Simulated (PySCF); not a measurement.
Ge(Cl)2(Me)(OH) (CH₄Cl₂GeO), SMILES [Ge]([OH])([Cl])([CH3])[Cl]. Atoms are numbered in the order given.

```xyz
9

C      1.1933     1.7563     0.0000
Ge    -0.0613     0.2877     0.0000
O     -1.7037     0.9401     0.0000
Cl     0.1925    -0.9888     1.7384
Cl     0.1925    -0.9888    -1.7384
H      1.0294     2.3661    -0.8996
H      2.2180     1.3612     0.0000
H      1.0294     2.3661     0.8996
H     -2.3897     0.2579     0.0000
```
Charge 0, spin multiplicity 1.

Geometry: B3LYP-D3(BJ)/def2-SVP. The structure was generated by enumeration, and PubChem lists no compound with its InChIKey, so it may never have been made. Other conformers were not sampled.

Computed with PBE0/pcSseg-1 (PySCF).

GIAO shieldings, no solvent; atoms alike by connectivity are averaged. δ = σ(ref) − σ: ¹³C against TMS (σ = 186.3 ppm); ⁷³Ge against GeH4 (σ = 1658.3 ppm); ¹⁷O against H2O (σ = 334.2 ppm); ³⁵Cl against HCl (σ = 945.9 ppm); ¹H against TMS (σ = 31.56 ppm), references at their B3LYP-D3(BJ)/def2-TZVP geometries, non-relativistic (without spin–orbit terms, shifts of atoms bonded to Cl or Br come out too high).

| atoms | nucleus | count | δ (ppm) |
|---|---|---|---|
| C1 | ¹³C | 1 | ? |
| Ge2 | ⁷³Ge | 1 | 464.2 |
| O3 | ¹⁷O | 1 | 100.9 |
| Cl4, Cl5 | ³⁵Cl | 2 | ? |
| H9 | ¹H | 1 | 2.65 |
| H6, H7, H8 | ¹H | 3 | ? |

Question: Some entries are withheld; supply them. (Estimate from the structure and the level; the computed values follow.)

Answer: 
- Cl4, Cl5, δ (ppm): 131.7
- H6, H7, H8, δ (ppm): 1.43
- C1, δ (ppm): 11.8
